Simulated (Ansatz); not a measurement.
Stretching the Ge1–H2 bond in GeH2 (SMILES [GeH2]) (multiplicity 1 held, fragments rigid). Energies count from the point at 1.599 Å.
Geometry at that point (charge 0, multiplicity 1):
```xyz
3

Ge     0.00662    -0.00051     0.06581
H     -0.12324    -1.12903    -1.06003
H     -0.08864     1.14542    -1.04582
```

Active spaces are followed from a long bond inwards. Full CI gives the lowest state of the spin. Curves can end on different states.

Correlated levels freeze the cores. Filled d and f shells under p-block atoms count as core.

Run with Ansatz (an electronic-structure program). 

**Question.** Give the energy at R = 5.118 Å at the level FIC-NEVPT4(SD) on CASSCF(2,2)/cc-pVDZ.

**Answer.** 67.8 kcal/mol

**Question.** Predict the energy at R = 5.118 Å from FCI/cc-pVDZ.

**Answer.** 69.1 kcal/mol
